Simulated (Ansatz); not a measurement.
Si19PH30, 50 atoms. Hardware: 4 threads of AMD EPYC 7R13 on a shared host and a share (37 GiB) of an NVIDIA H100 80GB HBM3.

Correlated methods freeze 100 core orbitals. Single mean-field runs in def2-SVP, def2-TZVP are fitted with def2-universal-jkfit.

(1) How many basis functions does each of these Ansatz runs have, and roughly what does it cost? PBE-D4/def2-SVP, charge 0 doublet, energy, from earlier orbitals; PBE0-D4/def2-TZVP, charge 0 doublet, energy, from earlier orbitals; revPBE-D4/def2-TZVP, charge 0 doublet, energy, from earlier orbitals; r2SCAN-D4/def2-TZVP, charge 0 doublet, energy, from earlier orbitals; PBE-D4/def2-SVP, charge 0 doublet, relaxation, 27 steps; MP2/def2-SVP, charge 0 doublet, energy, from earlier orbitals; PBE0-D4/def2-SVP, charge 0 doublet, energy, from earlier orbitals; PBE-D4/def2-TZVP, charge 0 doublet, energy and forces, from earlier orbitals.

Answers

(1) Other jobs shared the machine, so times can vary by a factor of up to 3.

| run | functions | fitting or Cholesky vectors | wall time | peak host memory (GiB) |
| --- | --- | --- | --- | --- |
| PBE-D4/def2-SVP, charge 0 doublet, energy, from earlier orbitals | 510 | 3100 | 7.5 s | 1.2 |
| PBE0-D4/def2-SVP, charge 0 doublet, energy, from earlier orbitals | 510 | 3100 | 8 s | 1.2 |
| revPBE-D4/def2-TZVP, charge 0 doublet, energy, from earlier orbitals | 920 | 3100 | 8 s | 1.4 |
| MP2/def2-SVP, charge 0 doublet, energy, from earlier orbitals | 510 | 4902 | 9.5 s | 1.2 |
| PBE0-D4/def2-TZVP, charge 0 doublet, energy, from earlier orbitals | 920 | 3100 | 11 s | 1.4 |
| PBE-D4/def2-TZVP, charge 0 doublet, energy and forces, from earlier orbitals | 920 | 3100 | 11 s | 1.4 |
| r2SCAN-D4/def2-TZVP, charge 0 doublet, energy, from earlier orbitals | 920 | 3100 | 13 s | 1.7 |
| PBE-D4/def2-SVP, charge 0 doublet, relaxation, 27 steps | 510 | 3100 | 3.1 min | 1.1 |
